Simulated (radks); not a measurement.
Values are calculated unless marked as measured or tabulated.
Se XIX, 16 electrons, occupied as [Ne] 3s2 3p4.

Code: a radial shooting solver on a logarithmic mesh with Libxc functionals. Model: Dirac Kohn-Sham, RPBE, spin-unpolarised, spherical densities, finite nucleus; open shells fill j = l - 1/2 first; Fermi nuclear charge, rms radius 4.14 fm.

Energy parts (Ry):
| part | energy |
|---|---|
| total | -4503.36547 |
| kinetic | 4622.59939 |
| electron-nucleus | -10001.67577 |
| Hartree | 1007.79094 |
| exchange-correlation | -132.08003 |

Orbitals (lengths in bohr, moments of r in powers of bohr; <r^-3> diverges for s and p1/2):
orbital  occ.  eigenvalue (Ry)  <r^-3>
1s1/2       2        -970.2021       -
2s1/2       2        -168.6607       -
2p1/2       2        -156.8025       -
2p3/2       4        -153.6905    1194
3s1/2       2        -57.55267       -
3p1/2       2        -53.52617       -
3p3/2       2        -52.87838   250.8

The highest occupied level is 3p3/2 at -719.45 eV. Summed over all electrons, <r^2> = 1.977 bohr^2, which gives a Langevin (diamagnetic) susceptibility term of -1.57 x 10^-6 cm^3/mol. For comparison, the ionisation energy in NIST's Atomic Spectra Database is 740 eV (semi-empirical). In exact Kohn-Sham theory the highest level is minus the ionisation energy, but local and semilocal functionals leave it too shallow, through self-interaction and a potential that decays too fast; potentials with the right tail come closer. The electron density at the nucleus is 4.001e+04 e/bohr^3. The density falls to 0.001 e/bohr^3 at r = 1.31 bohr.

Beside tabulated values, note that spin-unpolarised runs miss the spin-polarisation part of the exchange energy of open shells.
